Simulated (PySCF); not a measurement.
Cl₂HSi, charge +1, multiplicity 1. Atoms are numbered in the order given.

```xyz
4

Cl     0.0000    -1.6983    -0.3244
Si     0.0000     0.0000     0.6377
Cl     0.0000     1.6983    -0.3244
H      0.0000     0.0000     2.1006
```
Charge +1, spin multiplicity 1.

The structure is a stationary point at TPSSh-D3(BJ)/def2-TZVP. The multiplicity is an assumed one; other spin states were not compared. The isomer is the one that the SMILES or the coordinates give; other isomers of the formula were not compared.

The numbers are results of HF/pcSseg-2 (PySCF), not measurements.

GIAO shieldings, no solvent; atoms alike by connectivity are averaged. δ = σ(ref) − σ: ³⁵Cl against HCl (σ = 947.2 ppm); ²⁹Si against TMS (σ = 383.2 ppm); ¹H against TMS (σ = 31.98 ppm), references at their B3LYP-D3(BJ)/def2-TZVP geometries, non-relativistic (without spin–orbit terms, shifts of atoms bonded to Cl or Br come out too high).

Computed chemical shifts:
```csv
nucleus,atoms,count,δ (ppm)
³⁵Cl,"Cl1, Cl3",2,198.9
²⁹Si,Si2,1,139.8
¹H,H4,1,7.45
```
